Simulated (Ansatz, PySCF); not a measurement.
Be2F2. Atoms are numbered in the order given.

```xyz
4

F      0.0000     0.0000    -2.3970
Be     0.0000     0.0000    -1.0262
Be     0.0000     0.0000     1.0262
F      0.0000     0.0000     2.3970
```
Charge 0, spin multiplicity 1.

The structure is a stationary point at PBE0-D3(BJ)/def2-TZVP. Other conformers were not sampled.

Vertical ionisation energy (IE) and electron affinity (EA) in eV. Rows of orbital energies are one-electron estimates. Where ΔSCF, EOM or ADC give a negative EA the extra electron is unbound and the value depends on the basis.

| level | IE | EA |
|---|---|---|
| −ε(HOMO), −ε(LUMO), M06-2X/def2-TZVPD (PySCF) | 9.33 | 0.87 |
| −ε(HOMO), −ε(LUMO), PBE/def2-TZVPD (PySCF) | 7.17 | 2.29 |
| ΔSCF, CAM-B3LYP/def2-TZVPD (Ansatz), final states of multiplicity 2 and 2 | 11.09 | -0.09 |
| ΔSCF, PBE/def2-TZVPD (Ansatz), final states of multiplicity 2 and 2 | [?] | [?] |

**Question.** What belongs in the gaps? (Estimate from the structure and the level; the computed values follow.)

**Answer.** 
- ΔSCF, PBE/def2-TZVPD (Ansatz, a first-principles code), final states of multiplicity 2 and 2, IE: 10.83
- ΔSCF, PBE/def2-TZVPD (Ansatz), final states of multiplicity 2 and 2, EA: 0.06

**Question.** What vertical singlet–triplet gap does ΔSCF give with CAM-B3LYP/def2-TZVPD (Ansatz) and with PBE/def2-TZVPD (Ansatz)? (Estimate from the structure and the level; the computed values follow.)

**Answer.** 4.25 and 3.93 eV (triplet above singlet where positive).
